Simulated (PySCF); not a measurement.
## Au: excitation energy

Au [Xe] 4f14 5d10 6s1 (2S) → Au [Xe] 4f14 5d9 6s1 6p1 (high-spin determinant), as a difference of total energies. All numbers are calculated (PySCF 2.14, a scalar-relativistic core potential, in def2-QZVPPD with the def2 core potential (60 electrons) (7s5p4d4f2g, 88 functions)). Correlated levels: valence: 5s2 5p6 frozen. The calculations carry no spin-orbit coupling.

```json
{"method": "UHF", "excitation energy (eV)": "4.831"}
{"method": "MP2 (valence)", "excitation energy (eV)": "6.648"}
{"method": "SCS-MP2 (valence)", "excitation energy (eV)": "6.628"}
{"method": "CCSD (valence)", "excitation energy (eV)": "6.195"}
{"method": "CCSD(T) (valence)", "excitation energy (eV)": "6.319"}
```

Problem. How much does correlation contribute at CCSD(T) (valence)?

Solution. 6.319 − (4.831) = 1.488 eV, measured against UHF.

The determinant of the upper state mixes LS terms, which raises its energy above the lowest term, most at the Hartree-Fock and MP2 levels.
